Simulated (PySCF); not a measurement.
C5H3F4O: g tensor and hyperfine couplings

Species: C5H3F4O (doublet state).
Cartesian coordinates in Å at the GFN2-xTB level; atoms count from 1:
```xyz
13
C5H3F4O angstrom
C      2.403   -0.426   -0.214
C      1.479   -0.583    0.721
O      0.267    0.041    0.810
C     -0.114    0.971   -0.086
F      0.747    1.990   -0.224
C     -1.216    0.900   -0.784
C     -2.382    0.021   -0.844
F     -2.184   -1.150   -0.189
F     -3.475    0.574   -0.301
F     -2.704   -0.314   -2.100
H      2.279    0.230   -1.058
H      3.323   -0.977   -0.156
H      1.571   -1.276    1.546
```

The hyperfine couplings belong to this conformer and change with its torsions.

Identity: `C=CO/C(F)=[C]\C(F)(F)F` [radical].

The calculation used UKS B3LYP, pcH-1 on C F H O, non-relativistic, mean-field spin-orbit, GIAO in PySCF 2.14.0. Isolated species at its GFN2-xTB geometry (one conformer only). The geometry wasn't refined by DFT: couplings that depend on bond lengths, twists or pyramidal angles can differ widely from those at the functional's own minimum. The SCF solution wasn't tested for stability.

```json
{"g1, g2, g3": "2.00212, 2.00225, 2.00283", "g_iso": "2.00240", "Form of g": "rhombic: the two nearest values differ by 17 % of g3 − g1", "⟨S²⟩": "0.7585 (exact 0.7500)", "HOMO–LUMO gap, α and β orbitals": "6.46, 3.26 eV", "Total energy": "-666.81873 Eh"}
```

Isotropic coupling and dipolar principal values T1 to T3, in MHz; ρ(0) is the spin density at the nucleus:

| atom | isotope | a_iso | T1 | T2 | T3 | Mulliken spin population | ρ(0) (bohr⁻³) |
| --- | --- | --- | --- | --- | --- | --- | --- |
| C1 | 13C | 1.7 | -1.9 | -1.0 | 3.0 | 0.02 | 0.0015 |
| C2 | 13C | -4.2 | -2.4 | 0.2 | 2.2 | -0.01 | -0.0037 |
| O3 | 17O | -28.9 | -18.9 | 8.6 | 10.3 | 0.04 | 0.0477 |
| C4 | 13C | -11.0 | -21.4 | 2.3 | 19.1 | -0.10 | -0.0098 |
| F5 | 19F | 43.9 | -71.1 | -17.8 | 88.9 | 0.01 | 0.0104 |
| C6 | 13C | 350.4 | -81.8 | -61.0 | 142.9 | 1.01 | 0.3116 |
| C7 | 13C | 7.7 | -4.8 | -4.4 | 9.2 | -0.01 | 0.0068 |
| F8 | 19F | 102.1 | -96.4 | -90.3 | 186.7 | 0.04 | 0.0243 |
| F9 | 19F | 3.2 | -14.8 | -4.4 | 19.2 | 0.00 | 0.0008 |
| F10 | 19F | -1.1 | -14.1 | -8.1 | 22.2 | 0.00 | -0.0003 |
| H11 | 1H | -0.8 | -1.4 | -0.6 | 2.0 | 0.00 | -0.0002 |
| H12 | 1H | -1.1 | -1.3 | -0.6 | 1.9 | 0.00 | -0.0002 |
| H13 | 1H | 6.1 | -1.2 | -0.6 | 1.8 | 0.00 | 0.0014 |

The largest Mulliken spin populations are on C6 (+1.01) and C4 (-0.10). C6 is the only atom above +0.15.

Axes: g3 points within 2° of the C6–C7 bond.

Under fast tumbling the dipolar parts average out, and these isotropic splittings remain: 1 × 19F (F5, I = 1/2, 2 lines) with 1.57 mT, 3 × 19F (F8/F9/F10, I = 1/2, 4 lines) with 1.24 mT, 1 × 1H (H13, I = 1/2, 2 lines) with 0.22 mT, 1 × 1H (H12, I = 1/2, 2 lines) with 0.04 mT and 1 × 1H (H11, I = 1/2, 2 lines) with 0.03 mT.

Means are taken over nuclei equivalent by connectivity, which assumes that they swap fast. The three 19F nuclei of mean +34.8 MHz run from -1.1 to 102.1 MHz in the frozen geometry.

The 13C coupling of C6 (350.4 MHz) shows only in satellite lines or after enrichment, since that isotope makes up about 1.07 % of natural carbon.

The 17O coupling of O3 (-28.9 MHz) shows only in satellite lines or after enrichment, since that isotope makes up about 0.038 % of natural oxygen.
